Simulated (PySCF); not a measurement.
## A ladder of Hamiltonians for Kr³⁴⁺ (krypton, charge +34)

Occupied: 1s1/2. Hartree-Fock calculated with PySCF 2.14 in an even-tempered Gaussian basis (19 s from 4.5 bohr⁻², ratio 2.3; 14 p from 5.4 bohr⁻², ratio 2.3), Gaussian nucleus throughout. NR is non-relativistic, sf-X2C the spin-free one-electron X2C Hamiltonian, X2C adds the bare one-electron spin-orbit term, X2C-SNSO screens it by Boettger's factors, DC is four-component Dirac-Coulomb, and the Gaunt and Breit terms are added at first order (total energies over the DC spinors, levels after relaxing the spinors in that mean field). QED terms are absent. Levels marked empty are virtual spinors of this ion.

```json
{"Hamiltonian": "NR", "E (hartree)": "-1273.5966"}
{"Hamiltonian": "sf-X2C", "E (hartree)": "-1295.8616"}
{"Hamiltonian": "X2C", "E (hartree)": "-1295.8616"}
{"Hamiltonian": "X2C-SNSO", "E (hartree)": "-1295.8616"}
{"Hamiltonian": "DC", "E (hartree)": "-1296.1642"}
{"Hamiltonian": "DC+Gaunt", "E (hartree)": "-1295.5465"}
{"Hamiltonian": "DC+Breit", "E (hartree)": "-1295.5465"}
```

```csv
level (eV),NR,sf-X2C,X2C,X2C-SNSO,DC,DC+Gaunt,DC+Breit
1s1/2,-17025.1,-17316.0,-17316.0,-17316.0,-17324.2,-17307.6,-17307.6
2s1/2 (empty),-4025.2,-4111.1,-4111.1,-4111.1,-4111.9,-4110.2,-4110.4
2p1/2 (empty),-3959.1,-3995.0,-4042.4,-4041.0,-4040.4,-4036.8,-4037.4
2p3/2 (empty),-3959.1,-3995.0,-3972.7,-3973.3,-3973.9,-3972.0,-3972.6
3s1/2 (empty),-1773.4,-1803.4,-1803.4,-1803.4,-1803.6,-1803.1,-1803.1
```

Q: How large are the two-electron picture-change error of X2C and the Breit correction in the total energy?

A: X2C-1e lies 0.3026 hartree above Dirac-Coulomb; Gaunt adds 0.6177 and the full Breit term 0.6177 hartree.

| interval (eV) | X2C | X2C-SNSO | DC | DC+Gaunt | DC+Breit |
| --- | --- | --- | --- | --- | --- |
| 2p3/2 − 2p1/2 | 69.67 | 67.69 | 66.51 | 64.79 | 64.79 |

Weight of the small component: 1s1/2 0.0173, 2s1/2 0.00404, 2p1/2 0.00401, 2p3/2 0.00394, 3s1/2 0.00177.

Koopmans' value for the highest occupied level at DC+Breit: 17307.6 eV, against an ionisation energy of 17296.4 eV (theoretical estimate listed by NIST; NIST Atomic Spectra Database, ionization energies); the former lacks relaxation, correlation, QED and recoil.

The whole ladder took 100 s of wall time on 1 thread of Neoverse-N1 (shared host), launched as `OMP_NUM_THREADS=1 python relrun2.py TASK.json OUT` (a driver that calls PySCF for each Hamiltonian).

Dirac-Coulomb iterations, started from the X2C spinors:

```
with_ssss True, with_gaunt False, with_breit False
light speed = 137.03599967994
init E= -1293.32474403558
cycle= 1 E= -1296.16418088357  delta_E= -2.84  |g|= 0.348  |ddm|= 0.0186
cycle= 2 E= -1296.16419445077  delta_E= -1.36e-05  |g|= 0.00091  |ddm|= 0.000111
cycle= 3 E= -1296.164194451  delta_E= -2.3e-10  |g|= 2.91e-06  |ddm|= 1.2e-06
```
